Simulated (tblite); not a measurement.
Species: C₃H₆NSSi (doublet state).
Atom-mapped SMILES: `[N:1]=[CH:2]/[CH:3]=[CH:4]\[S:5][SiH3:6]` (hydrogens: H7 on C2; H8 on C3; H9 on C4; H10, H11, H12 on Si6)
Bond orders are those of one Lewis drawing.

Computed with GFN2-xTB (tblite), gas phase: L-BFGS steps from a force-field or distance-geometry start until the largest atomic force falls under 0.01 eV/Å.

Geometry at step 9:
```
atom  x, y, z in Å
N1      3.8314    0.4427   -0.3008
C2      2.6515    0.1124   -0.2432
C3      1.4839    0.9673   -0.0325
C4      0.2115    0.5622    0.0282
S5     -0.3949   -1.0739   -0.1384
Si6    -2.5428   -0.8581    0.0716
H7      2.3930   -0.9532   -0.3643
H8      1.7440    2.0128    0.0817
H9     -0.5456    1.3148    0.1835
H10    -2.8134   -0.3042    1.3951
H11    -3.0131    0.0061   -1.0069
H12    -3.0044   -2.2297   -0.0677
```

**Question.** What forces act on the atoms?

**Answer.** 
| atom | Fx (eV/Å) | Fy (eV/Å) | Fz (eV/Å) |
| --- | --- | --- | --- |
| N1 | 0.038 | 0.084 | 0.011 |
| C2 | -0.154 | -0.184 | -0.023 |
| C3 | 0.240 | -0.122 | -0.016 |
| C4 | 0.031 | 0.178 | -0.025 |
| S5 | 0.202 | 0.052 | 0.002 |
| Si6 | -0.021 | -0.021 | -0.002 |
| H7 | -0.151 | -0.009 | 0.018 |
| H8 | -0.217 | -0.038 | 0.013 |
| H9 | -0.155 | -0.034 | 0.027 |
| H10 | 0.055 | 0.035 | -0.065 |
| H11 | 0.061 | 0.022 | 0.060 |
| H12 | 0.071 | 0.037 | 0.000 |

The largest, 0.27 eV/Å, acts on C3; the rms over all components is 0.097 eV/Å. The forces sum to zero within rounding, as they must for an isolated molecule in no field.

**Question.** Give the force on C3 in Eh/bohr and in nN.

**Answer.** 0.270 eV/Å ÷ 51.422 = 0.00524 Eh/bohr, and 0.270 eV/Å × 1.602 = 0.43 nN.

**Question.** How far is this geometry from the end of the optimisation?

**Answer.** 0.041 eV above it, and 0.092 Å rms away after alignment. The bonds farthest from their final lengths, with half the difference of the two atoms' forces along the bond (positive lengthens):

| bond | now (Å) | final (Å) | force along bond (eV/Å) |
| --- | --- | --- | --- |
| S5–Si6 | 2.169 | 2.164 | +0.11 |
| Si6–H12 | 1.454 | 1.450 | -0.04 |
| C4–S5 | 1.753 | 1.749 | +0.03 |
| C3–H8 | 1.083 | 1.080 | -0.01 |
| C2–C3 | 1.462 | 1.459 | -0.14 |
| C3=C4 | 1.337 | 1.334 | +0.05 |

The angle farthest from its final value is C2–C3–H8, 112.8° against 116.4°.

What follows is the cost of the whole relaxation. The run took 0.2 s on one thread, Arm Neoverse V1 (aarch64), no GPU, shared host with 64 logical CPUs at a one-minute load of 85.
